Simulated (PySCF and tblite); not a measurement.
Values are calculated unless marked as measured or tabulated.
System: B₂BrCl₂H₂N, numbered as in [Cl:1][BH:2][NH:3][B:4]([Cl:5])[Br:6].

Geometries: B3LYP-D3(BJ)/def2-SVP; energies: PBE0/pcSseg-1 + D3(BJ); zero-point and thermal terms from GFN2-xTB harmonic modes (soft modes blended into free rotors). Rate constants are transition-state-theory values, counting equivalent paths, without tunnelling. Programs: tblite and PySCF.

Spin–orbit effects of heavy atoms on shieldings are missing.

Task: Estimate the barrier and the room-temperature rate of the rotation about the B4–N3 bond (torsion Cl5–B4–N3–B2 from 0° to 180°, rising).

Result: The electronic barrier is 13.2 kcal/mol and ΔG‡(298 K) 12.7 kcal/mol, over a C1 saddle with an imaginary mode of 198i cm⁻¹ (GFN2-xTB). With 2 equivalent paths, k is 5660 s⁻¹, a mean lifetime of the start of 180 µs against this motion. The end lies 0.3 kcal/mol above the start in free energy.
